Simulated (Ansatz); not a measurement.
Species: 2-fluoropyrazine, C4H3FN2, charge 0, multiplicity 1. SMILES: Fc1nccnc1
Geometry from a B3LYP-D3(BJ)/def2-TZVP (Ansatz, an electronic-structure program) optimisation:
```
C
N 1 1.3041
C 2 1.3369 1 115.83
F 1 1.3372 2 117.13 3 180.00
H 3 1.0834 2 117.00 1 -180.00
C 3 1.3864 5 121.48 2 180.00
N 6 1.3356 3 121.57 5 -180.00
C 7 1.3247 6 117.19 3 0.00
H 6 1.0830 7 117.28 8 -180.00
H 8 1.0831 7 118.92 6 180.00
```
Charge 0, spin multiplicity 1.

Wanted: vertical electron affinity (to the doublet state of charge -1; a negative value means that the extra electron is unbound and the number depends on the basis; each state is the SCF solution reached for its spin; for the singlet the Hartree-Fock reference is unstable and T1 is 0.012), in eV. Cores are frozen in the correlated levels unless marked. UHF or UKS for open shells. No spin-orbit coupling. Non-relativistic. Anions need diffuse functions: aug- sets have them; def2-D sets add few. 

| level | program | vertical electron affinity (eV) |
|---|---|---|
| HF/aug-cc-pVDZ | Ansatz | -0.67 |
| HF/aug-cc-pVQZ | Ansatz | -0.50 |
| SVWN5/def2-TZVPD | Ansatz | 0.09 |
| PBE/def2-TZVPD | Ansatz | -0.11 |
| r2SCAN/def2-TZVPD | Ansatz | -0.08 |
| B3LYP/def2-TZVPD | Ansatz | -0.06 |
| PBE0/def2-TZVPD | Ansatz | -0.07 |
| BHLYP/def2-TZVPD | Ansatz | -0.13 |
| CAM-B3LYP/def2-TZVPD | Ansatz | -0.01 |
| wB97M-V/def2-TZVPD | Ansatz | -0.17 |
| wB97X-V/def2-TZVPD | Ansatz | -0.13 |
| wB97X/def2-TZVPD | Ansatz | -0.08 |
| B2PLYP/def2-TZVPD | Ansatz | -0.21 |
| MP2/aug-cc-pVDZ | Ansatz | -0.52 |
| MP2/aug-cc-pVTZ | Ansatz | -0.38 |
| RI-MP2/aug-cc-pVTZ | Ansatz | -1.64 |
| RI-MP2/aug-cc-pVQZ | Ansatz | -1.60 |
| SCS-MP2/aug-cc-pVDZ | Ansatz | -0.55 |
| CCSD/aug-cc-pVDZ | Ansatz | -0.30 |
| CCSD(T)/aug-cc-pVTZ | Ansatz | -0.18 |
